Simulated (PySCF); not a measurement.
**CaI from Hartree–Fock to correlated methods**

State: ²Σ⁺ (doublet), unpaired electrons σ ↑. Set-up: basis Ca x2c-SVPall, I x2c-SVPall; spin-free X2C with a Gaussian nucleus; PySCF 2.14. De refers to Ca + I in their high-spin ground configurations, without counterpoise correction. The functionals are run spin-unrestricted. A positive dipole means Ca(−)I(+).

```
      Level  Re (Å)  ωe (cm⁻¹)  De (eV)  μ (D)
        UHF   2.908        230     2.73  -5.15
    UHF-MP2   2.884        232     2.90    n/a
UHF-SCS-MP2   2.891        231     2.74    n/a
   UHF-CCSD   2.891        231     2.67    n/a
UHF-CCSD(T)   2.889        231     2.69    n/a
        PBE   2.808        242     3.28  -4.17
     r²SCAN   2.818        245     3.53  -4.61
    r²SCANh   2.820        245     3.48  -4.69
      B3LYP   2.827        240     3.04  -4.57
       PBE0   2.816        243     3.25  -4.49
        M06   2.809        247     2.79  -4.47
  CAM-B3LYP   2.819        244     3.05  -4.65
```

(1) Which functional lies closest to UHF-CCSD(T) in De, which farthest, and by how much do they differ from it?

(2) What does a quarter of exact exchange do here, going from PBE to PBE0?

(3) What does the step from GGA to meta-GGA do here, going from PBE to r²SCAN?

Correlated steps freeze 23 core orbitals. Correlated levels converge slowly with the basis: in double zeta they bind strong bonds too weakly, by up to about 1 eV, and carry superposition errors of some tenths. These are scalar-relativistic numbers at best; spin–orbit coupling would shift them, the dissociation energy most. The state is the lowest determinant that a PBE0 search found; another state may lie lower at other levels.

The whole job (state search and all levels along the bond) took about 2.4 min on 1 thread of Intel Xeon 6975P-C (shared host), peak memory 0.76 GiB.

Answers

(1) Closest is M06 (-8.0 pm in Re, +6.9 % in ωe, +0.10 eV in De against UHF-CCSD(T) in the same basis), farthest r²SCAN (-7.1 pm in Re, +6.1 % in ωe, +0.84 eV in De). CCSD(T) converges more slowly with the basis than the functionals do and binds too weakly in this one, so the order can change at the basis-set limit.

(2) PBE0 less PBE: +0.8 pm in Re, +0.4 % in ωe, -0.03 eV in De. Exact exchange removes part of the self-interaction that spreads semilocal densities, and in most molecules shortens and stiffens the bond and lowers De; here Re goes the other way.

(3) r²SCAN less PBE: +1.0 pm in Re, +1.2 % in ωe, +0.25 eV in De.
